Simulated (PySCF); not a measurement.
The dipole of `CC(CCS)(C)C` from its density and from atomic charges.

Coordinates (GFN2-xTB, Å) and charges (e) from the PBE0/pcSseg-1 density (PySCF):

```
atom       x       y       z  Mulliken      IAO  Hirshfeld  ESP-fitted
  C1  -1.311  -0.872   1.264   -0.1399  -0.4141    -0.1174     -0.6820
  C2  -0.610  -0.155   0.106   -0.6327  +0.0587    +0.0295     +0.7211
  C3  -1.093   1.297   0.056   -0.1525  -0.4177    -0.1196     -0.4218
  C4  -0.966  -0.860  -1.204   -0.1518  -0.4177    -0.1187     -0.3944
  C5   0.907  -0.220   0.369   -0.1124  -0.2536    -0.0746     -0.0421
  C6   1.772   0.446  -0.688   -0.3407  -0.3254    -0.0676     -0.2106
  S7   3.552   0.277  -0.303   -0.1253  -0.0822    -0.0710     -0.3578
  H8  -0.992  -1.910   1.322   +0.1081  +0.1352    +0.0390     +0.1433
  H9  -2.390  -0.855   1.126   +0.1082  +0.1343    +0.0386     +0.1532
 H10  -1.081  -0.390   2.212   +0.1063  +0.1339    +0.0382     +0.1386
 H11  -0.791   1.834   0.953   +0.1054  +0.1332    +0.0376     +0.0914
 H12  -0.692   1.815  -0.811   +0.1096  +0.1320    +0.0366     +0.0806
 H13  -2.178   1.327  -0.009   +0.1093  +0.1370    +0.0395     +0.0808
 H14  -0.578  -1.876  -1.210   +0.1086  +0.1352    +0.0393     +0.0854
 H15  -0.560  -0.328  -2.060   +0.1099  +0.1317    +0.0370     +0.0340
 H16  -2.047  -0.907  -1.321   +0.1098  +0.1373    +0.0399     +0.0877
 H17   1.109   0.254   1.335   +0.1104  +0.1240    +0.0318     +0.0076
 H18   1.205  -1.268   0.449   +0.1244  +0.1353    +0.0314     -0.0070
 H19   1.561   1.510  -0.784   +0.1571  +0.1463    +0.0387     +0.0686
 H20   1.664  -0.033  -1.660   +0.1608  +0.1541    +0.0451     +0.2039
 H21   3.508   0.932   0.856   +0.1272  +0.0824    +0.0469     +0.2196
```

Problem. Compute μ = Σ q r for each scheme (1 e·Å = 4.803 D) and compare with the dipole of the full density.

Solution. The full density gives (-1.80, 0.49, 0.52) D, 1.94 D in size; dipole vectors point from the negative to the positive end.

| scheme | μx | μy | μz | size (D) | share of the full size (%) | angle to the full dipole (°) |
| --- | --- | --- | --- | --- | --- | --- |
| Mulliken | -1.27 | 0.33 | 0.44 | 1.38 | 71 | 3 |
| IAO | -0.89 | 0.14 | 0.35 | 0.96 | 50 | 8 |
| Hirshfeld | -0.59 | 0.11 | 0.15 | 0.62 | 32 | 5 |
| ESP-fitted | -1.82 | 0.56 | 0.51 | 1.97 | 102 | 2 |

Problem. Which set comes closest?

Solution. Length of the difference vector: ESP-fitted 0.07 D, Mulliken 0.57 D, IAO 1.00 D, Hirshfeld 1.32 D. Closest: ESP-fitted. 

Problem. What is left for the Hirshfeld atoms' own dipoles?

Solution. The shares of the density sum to the whole, so what Σ q r misses lies in dipoles about the nuclei. The atomic dipoles sum to (-1.80, 0.49, 0.52) − (-0.59, 0.11, 0.15) = (-1.21, 0.38, 0.37) D, 1.32 D in size.

Problem. With the origin at the mean of the coordinates, (0.000, 0.001, 0.000) Å, which are the largest single terms, by size, of the Mulliken dipole along the direction of the full one?

Solution. C6 +2.81, S7 +1.99, H21 -1.71, C2 -1.69, H20 -1.54 D; all 21 atoms together +1.38 D. The single terms depend on the origin, their sum doesn't.

Problem. Give the size of the full dipole in other units.

Solution. 1.94 D = 0.764 au = 0.404 e·Å = 6.47 × 10⁻³⁰ C·m.

The structure is a single GFN2-xTB conformer in the gas phase; no vibrational or solvent corrections.

The values belong to the conformer `[CH3:1][C:2]([CH3:3])([CH3:4])[CH2:5][CH2:6][SH:7]`: C1–C2–C5–C6 180°, C2–C5–C6–S7 -179°, H–S7–C6–C5 -61°.
